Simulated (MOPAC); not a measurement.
Input for MOPAC: PM3 on H5NSi (SMILES N[SiH3]), a point of a bond scan (R = 1.896 Å).

```
PM3 1SCF PRECISE CHARGE=0 THREADS=1
H5NSi

N      1.31143894 1    -0.09182678 1    -0.12428197 1
Si    -0.57330372 1     0.04712310 1     0.03033856 1
H      1.90801144 1     0.58881019 1     0.31931140 1
H      1.75318727 1    -0.99762793 1    -0.14225958 1
H     -1.14118321 1    -0.28608098 1     1.36605757 1
H     -0.95227392 1     1.44629769 1    -0.27348173 1
H     -1.17949996 1    -0.88202113 1    -0.95090140 1
```

It printed:

```
*******************************************************************************
 **                                                                           **
 **                              MOPAC v23.2.5                                **
 **                                                                           **
 *******************************************************************************
 ** MOPAC's Digital Object Identifier: https://doi.org/10.5281/zenodo.6511958 **
 **                                                                           **
 ** Please cite the open-source release paper for use of this MOPAC version:  **
 ** J. E. Moussa and J. J. P. Stewart (2026)                                  **
 ** MOPAC: An open-source semiempirical molecular orbital program             **
 ** J. Open Source Softw., 11(119), 8025, https://doi.org/10.21105/joss.08025 **
 *******************************************************************************

                              PM3 CALCULATION RESULTS

 *******************************************************************************
 *  PM3        - The PM3 Hamiltonian to be used
 *
 *
 *
 *                 CHARGE ON SYSTEM = 0
 *
 *
 *
 *  PRECISE    - TIGHTER CRITERIA TO BE USED
 *  1SCF       - DO 1 SCF AND THEN STOP
 *  THREADS=1  - MULTI-THREADING NOT USED
 *  T=         - A TIME OF 172800.0 SECONDS REQUESTED
 *  DUMP=N     - RESTART FILE WRITTEN EVERY 7200.0 SECONDS REQUESTED
 *******************************************************************************
PM3 1SCF PRECISE CHARGE=0 THREADS=1
 H5NSi

   ATOM   CHEMICAL          X               Y               Z
  NUMBER   SYMBOL      (ANGSTROMS)     (ANGSTROMS)     (ANGSTROMS)

     1       N          1.31143894  *  -0.09182678  *  -0.12428197  *
     2      Si         -0.57330372  *   0.04712310  *   0.03033856  *
     3       H          1.90801144  *   0.58881019  *   0.31931140  *
     4       H          1.75318727  *  -0.99762793  *  -0.14225958  *
     5       H         -1.14118321  *  -0.28608098  *   1.36605757  *
     6       H         -0.95227392  *   1.44629769  *  -0.27348173  *
     7       H         -1.17949996  *  -0.88202113  *  -0.95090140  *



          CARTESIAN COORDINATES

    NO.       ATOM           X           Y           Z

     1         N          1.3114     -0.0918     -0.1243
     2        Si         -0.5733      0.0471      0.0303
     3         H          1.9080      0.5888      0.3193
     4         H          1.7532     -0.9976     -0.1423
     5         H         -1.1412     -0.2861      1.3661
     6         H         -0.9523      1.4463     -0.2735
     7         H         -1.1795     -0.8820     -0.9509

  H: (PM3): J. J. P. STEWART, J. COMP. CHEM. 10, 209 (1989).
  N: (PM3): J. J. P. STEWART, J. COMP. CHEM. 10, 209 (1989).
 Si: (PM3): J. J. P. STEWART, J. COMP. CHEM. 10, 209 (1989).

           Empirical Formula: H5 N Si  =     7 atoms



      MOLECULAR POINT GROUP   :   Cs


      RHF CALCULATION, NO. OF DOUBLY OCCUPIED LEVELS = 7


 -------------------------------------------------------------------------------
 PM3 1SCF PRECISE CHARGE=0 THREADS=1
 H5NSi



     1SCF WAS SPECIFIED, SO BFGS WAS NOT USED
     SCF FIELD WAS ACHIEVED


                              PM3 CALCULATION
                                                       MOPAC v23.2.5 Linux




          FINAL HEAT OF FORMATION =          0.38994 KCAL/MOL =       1.63150 KJ/MOL


          COSMO AREA              =         92.61 SQUARE ANGSTROMS
          COSMO VOLUME            =         78.39 CUBIC ANGSTROMS

          IONIZATION POTENTIAL    =          8.709138 EV
          HOMO LUMO ENERGIES (EV) =         -8.709  0.516
          NO. OF FILLED LEVELS    =          7
          MOLECULAR WEIGHT        =         47.1317         POINT GROUP:  Cs

          MOLECULAR DIMENSIONS (Angstroms)

            Atom       Atom       Distance
            H     7    H     3     3.64822
            H     4    H     6     3.38924
            N     1    H     5     2.09079


          SCF CALCULATIONS        =          1





   ATOM   CHEMICAL          X               Y               Z
  NUMBER   SYMBOL      (ANGSTROMS)     (ANGSTROMS)     (ANGSTROMS)

     1       N          1.31143894  *  -0.09182678  *  -0.12428197  *
     2      Si         -0.57330372  *   0.04712310  *   0.03033856  *
     3       H          1.90801144  *   0.58881019  *   0.31931140  *
     4       H          1.75318727  *  -0.99762793  *  -0.14225958  *
     5       H         -1.14118321  *  -0.28608098  *   1.36605757  *
     6       H         -0.95227392  *   1.44629769  *  -0.27348173  *
     7       H         -1.17949996  *  -0.88202113  *  -0.95090140  *

                             CARTESIAN COORDINATES

   1    N        1.311438940    -0.091826780    -0.124281970
   2   Si       -0.573303720     0.047123100     0.030338560
   3    H        1.908011440     0.588810190     0.319311400
   4    H        1.753187270    -0.997627930    -0.142259580
   5    H       -1.141183210    -0.286080980     1.366057570
   6    H       -0.952273920     1.446297690    -0.273481730
   7    H       -1.179499960    -0.882021130    -0.950901400


           Empirical Formula: H5 N Si  =     7 atoms



      MOLECULAR POINT GROUP   :   Cs


                  EIGENVALUES
 -27.21342 -16.00157 -15.14898 -12.64957 -11.78343 -11.41436  -8.70914   0.51604
   1.39531   2.24723   2.25863   4.86973   5.92431


              NET ATOMIC CHARGES AND DIPOLE CONTRIBUTIONS

  ATOM NO.   TYPE          CHARGE      No. of ELECS.   s-Pop       p-Pop
    1          N          -0.203838        5.2038     1.39532     3.80851
    2         Si           0.508837        3.4912     0.96751     2.52365
    3          H           0.038111        0.9619     0.96189
    4          H           0.038111        0.9619     0.96189
    5          H          -0.146475        1.1465     1.14648
    6          H          -0.117373        1.1174     1.11737
    7          H          -0.117373        1.1174     1.11737
 DIPOLE           X         Y         Z       TOTAL
 POINT-CHG.    -0.010     0.013    -0.043     0.046
 HYBRID         0.180    -0.271     0.873     0.931
 SUM            0.170    -0.258     0.830     0.886


          ATOMIC ORBITAL ELECTRON POPULATIONS

     Atom    s        px        py        pz
    1  N   1.39532   1.00471   1.05049   1.75332
    2 Si   0.96751   0.77847   0.87684   0.86835
    3  H   0.96189
    4  H   0.96189
    5  H   1.14648
    6  H   1.11737
    7  H   1.11737

 **********************
 *                    *
 * JOB ENDED NORMALLY *
 *                    *
 **********************




 == MOPAC DONE ==
```

The run finished.

Cost: about 0.020 core-seconds (a rough figure).
